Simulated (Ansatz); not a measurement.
Z-matrix (Å, degrees):
```
Al
S 1 2.170
Br 1 2.253 2 118.8
H 1 1.569 2 120.6 3 -179.9
H 2 1.345 1 93.1 3 -0.1
```

Charge 0, multiplicity 1.

(1) List the PBE/def2-TZVPP orbital energies in eV (Ansatz 0.2.0). (Best estimate.)

Answers

(1) Computed: Occupied: -13088.95, -2395.98, -1682.09, -1516.44, -1516.40, -1516.39, -1507.84, -228.87, -208.96, -170.99, -170.87, -170.84, -155.10, -154.98, -154.91, -108.04, -70.12, -69.98, -69.90, -67.67, -67.64, -67.62, -67.53, -67.53, -19.27, -18.19, -10.94, -10.07, -8.31, -8.21, -7.76, -7.24, -6.85. Lowest empty: -2.08, -1.37, -0.71, 0.40, 1.24, 2.13, 2.62, 2.92.
